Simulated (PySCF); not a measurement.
# TDDFT excited states: [C5H2F3O2]-

Species: C₅H₂F₃O₂ (charge -1).
SMILES: `O=C([O-])/C=C/C(F)=C(F)F`

Computed with TDDFT B3LYP/def2-SVPD, vertical, gas phase, core orbitals frozen in the response (PySCF 2.14.0, density-fitted response routines). Geometry: PBE0-D3(BJ)/def2-SVP, one conformer, isolated ion. Torsions of this conformer, `[O:1]=[C:2]([O-:3])/[CH:4]=[CH:5]/[C:6]([F:7])=[C:8]([F:9])[F:10]`: O1–C2–C4–C5 178°, C4–C5–C6–F7 -1°.

```tsv
state	E (eV)	E (kJ/mol)	λ (nm)	f	|μ| (D)	main configurations (H = HOMO, L = LUMO)
S1	3.01	291	411.3	0.0001	0.09	H→L (99%)
S2	3.18	307	390.1	0.0000	0.02	H-1→L (99%)
S3	3.78	365	327.6	0.0076	0.73	H-2→L (99%)
S4	4.30	415	288.3	0.0000	0.05	H→L+1 (98%)
S5	4.46	430	277.9	0.0031	0.43	H-1→L+1 (97%)
S6	4.73	456	262.2	0.0001	0.05	H-2→L+1 (98%)
```

The lowest singlet comes at 411 nm (291 kJ/mol) in the visible; it is dark (f under 0.0005); its leading configuration is HOMO→LUMO (99%). The strongest level in the table is S3 at 3.78 eV (328 nm, f = 0.0076). Löwdin shares by element: HOMO oxygen 88%, carbon 6% or more; LUMO carbon 72% or more (atoms not listed hold the other 28%). Weighted by f, the mean energy of these states is 3.98 eV. Orbital energies (eV): HOMO-3 -3.00, HOMO-2 -2.29, HOMO-1 -2.04, HOMO -1.85, LUMO 2.14, LUMO+1 2.92, LUMO+2 3.81. The listed states span 1.71 eV, and the widest gap between neighbours is 0.61 eV (S2 to S3). 2 computed singlets (S1 to S2) lie in the visible range (380 to 750 nm), S1 for one at 411 nm, dark in the vertical dipole picture (f under 0.0005); light of that wavelength is violet, and its complementary colour is yellow-green. No detachment energy is given for this anion; states above it aren't bound, and a finite basis only mimics them. Only the lowest 6 singlets were computed, as vertical energies without vibronic structure.
